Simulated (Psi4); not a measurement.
methyl ethyl ether (C3H8O), singlet, at a GFN2-xTB geometry; B3LYP/6-31G (Psi4).

Here is a job for Psi4.
```
memory 2 GB

molecule mol {
0 1
O     0.022172   -0.706372   -0.008918
C    -0.001910    0.703791    0.009063
C     1.319408   -1.235776   -0.004276
C    -1.449207    1.167504    0.002248
H     0.515371    1.075025    0.908962
H     0.531117    1.097999   -0.871671
H     1.215575   -2.318745   -0.019167
H     1.887160   -0.910900   -0.886220
H     1.871403   -0.933890    0.895656
H    -1.949854    0.799068   -0.888595
H    -1.965443    0.776323    0.874298
H    -1.492447    2.252984    0.015870
}

set {
  basis 6-31g
  reference rks
  ints_tolerance 1e-8
}

energy('b3lyp')
print_variables()
```

The log (banner, timings and long lists left out):

```
   => Loading Basis Set <=

    Name: 6-31G
    Role: ORBITAL
    Keyword: BASIS

         ---------------------------------------------------------
                                   SCF
               by Justin Turney, Rob Parrish, Andy Simmonett
                          and Daniel G. A. Smith
                              RKS Reference
         ---------------------------------------------------------

  ==> Geometry <==

    Molecular point group: c1
    Full point group: C1

    Geometry (in Angstrom), charge = 0, multiplicity = 1:

       Center              X                  Y                   Z               Mass
    ------------   -----------------  -----------------  -----------------  -----------------
         O            0.032298808159    -0.676069605898    -0.008437432631    15.994914619570
         C            0.008216808159     0.734093394102     0.009543567369    12.000000000000
         C            1.329534808159    -1.205473605898    -0.003795432631    12.000000000000
         C           -1.439080191841     1.197806394102     0.002728567369    12.000000000000
         H            0.525497808159     1.105327394102     0.909442567369     1.007825032230
         H            0.541243808159     1.128301394102    -0.871190432631     1.007825032230
         H            1.225701808159    -2.288442605898    -0.018686432631     1.007825032230
         H            1.897286808159    -0.880597605898    -0.885739432631     1.007825032230
         H            1.881529808159    -0.903587605898     0.896136567369     1.007825032230
         H           -1.939727191841     0.829370394102    -0.888114432631     1.007825032230
         H           -1.955316191841     0.806625394102     0.874778567369     1.007825032230
         H           -1.482320191841     2.283286394102     0.016350567369     1.007825032230

  Running in c1 symmetry.

  Rotational constants: A =      0.94952  B =      0.13882  C =      0.13002 [cm^-1]
  Rotational constants: A =  28465.98972  B =   4161.72534  C =   3897.75722 [MHz]
  Nuclear repulsion =  133.862516250546207

  Charge       = 0
  Multiplicity = 1
  Electrons    = 34
  Nalpha       = 17
  Nbeta        = 17

  ==> Algorithm <==

  SCF Algorithm Type is DF.
  DIIS enabled.
  MOM disabled.
  Fractional occupation disabled.
  Guess Type is SAD.
  Energy threshold   = 1.00e-06
  Density threshold  = 1.00e-06
  Integral threshold = 1.00e-08

  ==> Primary Basis <==

  Basis Set: 6-31G
    Blend: 6-31G
    Number of shells: 36
    Number of basis functions: 52
    Number of Cartesian functions: 52
    Spherical Harmonics?: false
    Max angular momentum: 1

  ==> DFT Potential <==

   => LibXC <=

    Version 7.1.2
    S. Lehtola, C. Steigemann, M. J. T. Oliveira, and M. A. L. Marques,  SoftwareX 7, 1–5 (2018) (10.1016/j.softx.2017.11.002)

   => Composite Functional: B3LYP <=

    B3LYP Hyb-GGA Exchange-Correlation Functional

    P. J. Stephens, F. J. Devlin, C. F. Chabalowski, and M. J. Frisch,  J. Phys. Chem. 98, 11623 (1994) (10.1021/j100096a001)

    Deriv               =              1
    GGA                 =           TRUE
    Meta                =          FALSE

    Exchange Hybrid     =           TRUE
    MP2 Hybrid          =          FALSE

   => Exchange Functionals <=

    0.0800   Slater exchange
    0.7200         Becke 88

   => Exact (HF) Exchange <=

    0.2000               HF

   => Correlation Functionals <=

    0.1900   Vosko, Wilk & Nusair (VWN5_RPA)
    0.8100   Lee, Yang & Parr

   => LibXC Density Thresholds  <==

    XC_HYB_GGA_XC_B3LYP:  1.00E-15

   => Molecular Quadrature <=

    Radial Scheme          =       TREUTLER
    Pruning Scheme         =           NONE
    Nuclear Scheme         =       TREUTLER

    Blocking Scheme        =         OCTREE
    BS radius alpha        =              1
    Pruning alpha          =              1
    Radial Points          =             75
    Spherical Points       =            302
[...]
    Role: JKFIT
    Keyword: DF_BASIS_SCF

  ==> Integral Setup <==

  SCF_SUBTYPE=INCORE selected. In-core MEM_DF algorithm will be used.
  Using in-core AOs.

  ==> MemDFJK: Density-Fitted J/K Matrices <==

    J tasked:                   Yes
    K tasked:                   Yes
    wK tasked:                   No
    Algorithm:                 Core
    Schwarz Cutoff:           1E-08
    Mask sparsity (%):       2.5888
    Fitting Condition:        1E-10

   => Auxiliary Basis Set <=

  Basis Set: (6-31G AUX)
    Blend: CC-PVDZ-JKFIT
    Number of shells: 168
    Number of basis functions: 524
    Number of Cartesian functions: 524
    Spherical Harmonics?: false
    Max angular momentum: 3

  Minimum eigenvalue in the overlap matrix is 7.7084704899E-03.
  Reciprocal condition number of the overlap matrix is 1.5411733475E-03.
    Using symmetric orthogonalization.

  ==> Pre-Iterations <==

  SCF Guess: Superposition of Atomic Densities via on-the-fly atomic UHF (no occupation information).

   -------------------------
    Irrep   Nso     Nmo
   -------------------------
     A         52      52
   -------------------------
    Total      52      52
   -------------------------

  ==> Iterations <==

                           Total Energy        Delta E     RMS |[F,P]|

   @DF-RKS iter SAD:  -193.70526930043900   -1.93705e+02   0.00000e+00
   @DF-RKS iter   1:  -194.00566697326977   -3.00398e-01   1.39682e-02 DIIS/ADIIS
   @DF-RKS iter   2:  -193.88769193507764    1.17975e-01   1.68954e-02 DIIS/ADIIS
   @DF-RKS iter   3:  -194.27776728738041   -3.90075e-01   2.51810e-03 DIIS/ADIIS
   @DF-RKS iter   4:  -194.28421724079683   -6.44995e-03   6.25999e-04 DIIS/ADIIS
   @DF-RKS iter   5:  -194.28464049965297   -4.23259e-04   7.49429e-05 DIIS
   @DF-RKS iter   6:  -194.28464761918389   -7.11953e-06   3.38105e-05 DIIS
   @DF-RKS iter   7:  -194.28464917656618   -1.55738e-06   2.70253e-06 DIIS
   @DF-RKS iter   8:  -194.28464918920679   -1.26406e-08   3.17353e-07 DIIS
  Energy and wave function converged.

  ==> Post-Iterations <==

   Electrons on quadrature grid:
      Ntotal   =   33.9999928775 ; deviation = -7.123e-06

    Orbital Energies [Eh]
    ---------------------

    Doubly Occupied:

[...]
    Virtual:

[...]
    Final Occupation by Irrep:
              A
    DOCC [    17 ]
    NA   [    17 ]
    NB   [    17 ]

  @DF-RKS Final Energy:  -194.28464918920679

   => Energetics <=

    Nuclear Repulsion Energy =            133.8625162505462072
    One-Electron Energy =                -527.3831800205540503
    Two-Electron Energy =                 221.8116764327965882
    DFT Exchange-Correlation Energy =     -22.5756618519955481
    Empirical Dispersion Energy =           0.0000000000000000
    VV10 Nonlocal Energy =                  0.0000000000000000
    Total Energy =                       -194.2846491892067888

Computation Completed

Properties will be evaluated at   0.000000,   0.000000,   0.000000 [a0]

Properties computed using the SCF density matrix

 Multipole Moments:

 ------------------------------------------------------------------------------------
     Multipole            Electronic (a.u.)      Nuclear  (a.u.)        Total (a.u.)
 ------------------------------------------------------------------------------------

 L = 1.  Multiply by 2.5417464519 to convert [e a0] to [Debye]
 Dipole X            :         -0.1939180            0.6506620            0.4567440
 Dipole Y            :         -1.6207083            1.9469535            0.3262451
 Dipole Z            :         -0.0226266            0.0308749            0.0082483
 Magnitude           :                                                    0.5613546

 ------------------------------------------------------------------------------------

  Variable Map:
  ----------------------------------------------------------------------------
[...]
  Array Variable Map:
  ----------------------------------------------------------------------------
[...]
[...]
```
